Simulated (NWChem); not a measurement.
WSClF$_{3}$; SMILES [F][W]([F])([F])(=[S])[Cl]

Not confirmed as a minimum by frequencies. def2 effective core potentials on W; no spin-orbit coupling.

### Question
Give the equilibrium geometry at PBE0/def2-SVP with def2 effective core potentials on W (NWChem) as an XYZ file, with the point group.

### Answer
point group Cs; any orientation.
```
6

W     -0.1846    -0.0602     0.0000
S      1.4055    -1.4228     0.0000
F     -0.5521     0.2003     1.8004
F     -0.5521     0.2003    -1.8004
F     -1.7596    -1.0499     0.0000
Cl     0.7796     2.0080     0.0000
```
